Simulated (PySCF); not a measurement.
Compound: H₈NPSi₂.
Atom-mapped SMILES: `[NH2:1][SiH2:2][SiH2:3][PH2:4]` (hydrogens: H5, H6 on N1; H7, H8 on Si2; H9, H10 on Si3; H11, H12 on P4)

Cartesian coordinates in Å at the PBE0-D3(BJ)/def2-SVP level; atoms count from 1:
```
atom  x, y, z in Å
N1    -1.6529    1.1617   -0.0086
Si2   -1.3444   -0.5357    0.1822
Si3    0.9567   -0.7769   -0.2194
P4     1.8140    1.2805    0.2251
H5    -2.5642    1.5453    0.2179
H6    -1.2395    1.6572   -0.7912
H7    -2.1379   -1.4696   -0.6901
H8    -1.6606   -0.9123    1.5959
H9     1.5600   -1.8762    0.5984
H10    1.2381   -1.0679   -1.6612
H11    3.1698    0.8381    0.3267
H12    1.5685    1.1854    1.6283
```

The closed-shell ground state was solved at several levels (PySCF, density fitting, gas phase, non-relativistic).

```json
{"level": "PBE0/pcSseg-1", "basis functions": "129", "total energy (Eh)": "-979.4352", "HOMO (eV)": "-7.30", "LUMO (eV)": "-0.26", "gap (eV)": "7.04", "dipole (D)": "0.78"}
{"level": "wB97X-D/def2-SVPD", "basis functions": "156", "total energy (Eh)": "-979.5745", "HOMO (eV)": "-9.12", "LUMO (eV)": "1.31", "gap (eV)": "10.43", "dipole (D)": "0.80"}
```

(1) What might PBE0/pcSseg-2 (277 basis functions) give for the same quantities?

(2) Over all these levels, which gives the widest orbital gap and which the narrowest?

(3) How far do the dipole and the HOMO energy spread over the levels?

Answers

(1) Total energy -979.5550 Eh, HOMO -7.33 eV, LUMO -0.50 eV, gap 6.83 eV, dipole 0.76 D.

(2) wB97X-D/def2-SVPD (range-separated hybrid) has the widest, 10.43 eV, and PBE0/pcSseg-2 (global hybrid, 25 % exact exchange) the narrowest, 6.83 eV. Functional and basis both differ between the two, so the spread mixes both effects.

(3) The dipole runs from 0.76 to 0.80 D (mean 0.78 D) and the HOMO from -9.12 to -7.30 eV.

One conformer stands for the species.

Note: wB97X-D ran without an empirical dispersion term, which enters the total energy and its gradient alone.
